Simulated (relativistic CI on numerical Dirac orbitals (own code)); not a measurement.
**Pt²⁺: 4d photoemission**

Computed with this model: Dirac-Coulomb-Breit CI, KLI orbitals optimised for each configuration, a model potential for QED, valence Slater integrals scaled by 0.8, multiplet model of photoemission in the sudden approximation; configurations [Xe] 4f14 5d8 → [Kr] 4d9 4f14 5s2 5p6 5d8; 300 K; Lorentzian 2.45 eV and Gaussian 0.6 eV FWHM. Energies are those of the free ion, without screening or charge transfer. The energies are binding energies and can lie tens of eV above those of solids. S is read from ⟨S²⟩ = S(S + 1).

free ion: ground-state S = 0.97, centroid 354.87 eV. Peaks (eV, height): 347.6 (100), 365.2 (78).

Strongest unbroadened transitions for free ion:

| Energy (eV) | Relative strength |
| --- | --- |
| 347.32 | 54.0 |
| 347.36 | 83.5 |
| 347.51 | 100.0 |
| 347.79 | 21.1 |
| 347.89 | 22.1 |
| 348.25 | 23.3 |
| 349.13 | 24.0 |
| 349.34 | 21.7 |
| 350.18 | 11.6 |
| 350.24 | 5.8 |
| 350.68 | 2.3 |
| 350.77 | 2.4 |
| 350.93 | 4.3 |
| 364.86 | 49.4 |
| 365.05 | 70.2 |
| 365.29 | 40.3 |
| 365.35 | 84.7 |
| 366.16 | 5.7 |
